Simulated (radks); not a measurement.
Ionisation of the phosphorus ion P3+, [Ne] 3s2, to [Ne] 3s1 as the strength of local exchange is varied. Calculated with a radial shooting solver on a logarithmic mesh with Libxc functionals: Dirac Kohn-Sham, Slater X-alpha exchange (alpha = 2/3 is LDA exchange), no correlation, spin-unpolarised, spherical densities, point nucleus.

alpha	E(P3+) (hartree)	exchange (hartree)	IE (eV)	-e of the level emptied (eV)	<r> of it (bohr)
0.558	-334.39844	-16.49467	49.201	42.739 (3s1/2)	1.702
0.667	-337.63227	-19.86062	50.801	44.345 (3s1/2)	1.676
0.754	-340.23027	-22.58093	52.096	45.649 (3s1/2)	1.657
0.86	-343.41590	-25.93578	53.696	47.261 (3s1/2)	1.633
0.865	-343.56671	-26.09513	53.772	47.338 (3s1/2)	1.632
0.891	-344.35174	-26.92532	54.168	47.738 (3s1/2)	1.627
0.992	-347.41397	-30.17564	55.721	49.308 (3s1/2)	1.605

NIST Atomic Spectra Database: 51.444 eV (measured). The Delta-SCF value meets it near alpha = 0.71. Spin polarisation and multiplet splitting are left out, so open shells lie too high by an amount that depends on their filling.

Beside tabulated values, note that spin-unpolarised runs miss the spin-polarisation part of the exchange energy of open shells.
